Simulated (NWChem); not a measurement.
C$_{2}$H$_{7}$NSi; SMILES C1NC[SiH2]1

```xyz
11

C     -0.1223    -0.4380     1.1697
N      0.2426    -1.2817     0.0000
C     -0.1223    -0.4380    -1.1697
Si     0.0559     1.0622     0.0000
H      0.5558    -0.5678     2.0198
H     -1.1577    -0.5733     1.5268
H     -0.1948    -2.2023     0.0000
H     -1.1577    -0.5733    -1.5268
H      0.5558    -0.5678    -2.0198
H     -1.0017     2.1134     0.0000
H      1.3864     1.7282     0.0000
```
Atoms are numbered in this order, from 1.

Results from NWChem. Medium grid unless said otherwise, to which SCAN and Minnesota functionals are sensitive. Structure relaxed at the B3LYP/6-31G* (spherical d) level.

For level r2SCAN/def2-TZVP:

```yaml
highest occupied level (eV): -5.38
orbital gap (eV): 5.12
```

Question: What are these values for level B3LYP/def2-TZVP?

Answer: 
* **highest occupied level (eV)**: -6.31
* **orbital gap (eV)**: 6.26
